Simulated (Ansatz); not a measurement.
CH2BCl, SMILES `B[C]Cl` (excited triplet) (charge 0, multiplicity 3). This triplet is an excited state, 0.37 eV above the relaxed singlet at the level frozen-core CCSD(T)/cc-pVTZ // PBE0-D3(BJ)/def2-TZVP (Ansatz, a quantum-chemistry and plane-wave program).

All values below come from CAM-B3LYP/cc-pVTZ // PBE0-D3(BJ)/def2-TZVP run with Ansatz.

Ansatz 0.2 input:
```yaml
crystal:
  periodic: [false, false, false]
  atoms:
    - { symbol: B, position_ang: [-0.642776, -0.059923, -0.00208] }
    - { symbol: C, position_ang: [0.803326, -0.457575, 0.026586] }
    - { symbol: Cl, position_ang: [2.247302, 0.323626, 0.002052] }
    - { symbol: H, position_ang: [-1.480399, -0.908593, 0.030117] }
    - { symbol: H, position_ang: [-0.927452, 1.102463, -0.056675] }
basis:
  gaussian: { orbitals: cc-pVTZ }
hamiltonian:
  xc: cam_b3lyp
magnetization:
  spin_polarized: true
  initial_magnetization: 2
```

Output:

```
Functional definition: CAM-B3LYP
784 factors; their error is unknown
177 factors; integrals over basis functions are off by at most 1.7e-5 eV
mean field evaluation 1: about -14262.2485 eV, gradient 2.1e1 eV
mean field evaluation 2: about -14262.4267 eV, gradient 2.3e1 eV
mean field evaluation 4: about -14265.1416 eV, gradient 1.6e0 eV
mean field evaluation 8: about -14265.1677 eV, gradient 5.5e-2 eV
mean field evaluation 16: about -14265.2155 eV, gradient 3.8e-5 eV
mean field -14265.21553586 eV, -524.2370016326 hartree, gradient 8.6e-5 eV, S^2 2.006904; 0 other end points of the search recorded, 0 dependent functions left out
reference -14265.21564592 eV, -524.2370056773 hartree; 16, 14 occupied and 106, 108 virtual orbitals, 784 factors
Total energy: -14265.21564592 eV, -524.2370056773 hartree
```
